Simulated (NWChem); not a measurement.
# diselenium (Se2, triplet); SMILES [Se]=[Se]

```xyz
2

Se     0.0000     0.0000     1.0839
Se     0.0000     0.0000    -1.0839
```
Atoms are numbered in this order, from 1.

Coordinates come from a PBE0/def2-SVP, spin-unrestricted optimisation. No stability test was run on the SCF state.

Problem. List the 6 lowest vertical excitations from PBE/def2-SVPD, spin-unrestricted, TDA (NWChem).

Solution. 
```
state    energy (eV)  oscillator strength  <S²>
-------  -----------  -------------------  ----
state 1         2.83                0.000  2.00
state 2         2.83                0.000  2.00
state 3         2.91                0.000  2.00
state 4         3.66                0.003  2.00
state 5         3.66                0.003  2.00
state 6         4.26                0.000  2.02
```
